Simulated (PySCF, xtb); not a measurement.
B(H)(Me)2 (C2H7B), SMILES CBC.

GFN2-xTB in xtb at its own geometry gives an orbital gap of 4.80 eV and a dipole moment of 0.45 D.

Geometry optimised at TPSSh-D3(BJ)/def2-TZVP.

### Question
What does PBE/def2-TZVPD in PySCF give? (An estimate is asked for; the answer gives what the named calculation found.)

### Answer
gap 5.60 eV (levels -7.27 and -1.66 eV), dipole 0.44 D.
